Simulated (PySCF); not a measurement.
Si(H)(Et)(OMe)2, C4H12O2Si, SMILES CO[SiH](OC)CC (GFN2-xTB optimised geometry):

```
19

Si    -0.569    -0.125     0.000
C     -1.051    -1.055     1.581
C     -0.511    -2.479     1.641
O     -1.017     1.444     0.000
C     -2.302     1.983     0.093
O      1.046    -0.125     0.000
C      1.910     0.566    -0.856
H     -1.125    -0.770    -1.200
H     -2.139    -1.087     1.660
H     -0.694    -0.507     2.455
H     -0.794    -2.965     2.574
H      0.573    -2.469     1.570
H     -0.898    -3.070     0.815
H     -2.911     1.683    -0.763
H     -2.209     3.070     0.106
H     -2.799     1.653     1.008
H      2.911     0.528    -0.424
H      1.598     1.606    -0.966
H      1.924     0.096    -1.842
```

Computed with PBE0/def2-SVP (PySCF).

What are the frontier orbital energies and the dipole moment?

HOMO-2 -8.47 eV, HOMO-1 -8.03 eV, HOMO -7.50 eV, LUMO 1.64 eV, LUMO+1 1.99 eV; dipole moment 1.12 D.

Meta-Löwdin charges at PBE0/def2-SVP: Si1 1.16, C2 -0.43, C3 -0.29, O4 -0.61, C5 -0.07, O6 -0.60, C7 -0.07, H8 -0.17, H9 0.10, H10 0.11, H11 0.10, H12 0.10, H13 0.09, H14 0.09, H15 0.11, H16 0.09, H17 0.11, H18 0.10, H19 0.09.
